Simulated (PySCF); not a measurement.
**Bi(III) with different ligands**

Computed with PySCF 2.14.0, PBE0, def2-SVP on the ligands, density fitting, scalar-relativistic core potentials, no spin-orbit coupling, vacuum. The metal has def2-SVP with ECP60. Each complex is relaxed within the symmetry of a template of the same shape. Distances are means of the shortest metal–ligand contacts, charges and spins Mulliken's.

| complex | point group | M–first ligand (Å) | charge on M (e) | dipole (D) | HOMO–LUMO gap (eV) | strongest infrared band, degenerate modes summed (cm⁻¹) | unstable modes (below −25 cm⁻¹) |
| --- | --- | --- | --- | --- | --- | --- | --- |
| BiSF | Cs | 2.305 | 0.80 | 4.17 | 3.62 | 563 | 0 |
| BiO(OH) | Cs | 1.916 | 0.91 | 5.76 | 4.32 | 346 | 0 |
| BiOCl | Cs | 1.916 | 0.91 | 4.68 | 4.24 | 332 | 0 |

What does the calculation give for BiOF?

point group: Cs, M–first ligand (Å): 1.912, charge on M (e): 1.04, dipole (D): 4.95, HOMO–LUMO gap (eV): 4.51, strongest infrared band, degenerate modes summed (cm⁻¹): 573, unstable modes (below −25 cm⁻¹): 0.
```xyz
3

Bi   -0.0036    0.0000   -0.4401
O     1.4763    0.0000    0.7710
F    -1.5963    0.0000    0.8415
```

One start shape was tried for each, so a minimum needn't be the lowest isomer.
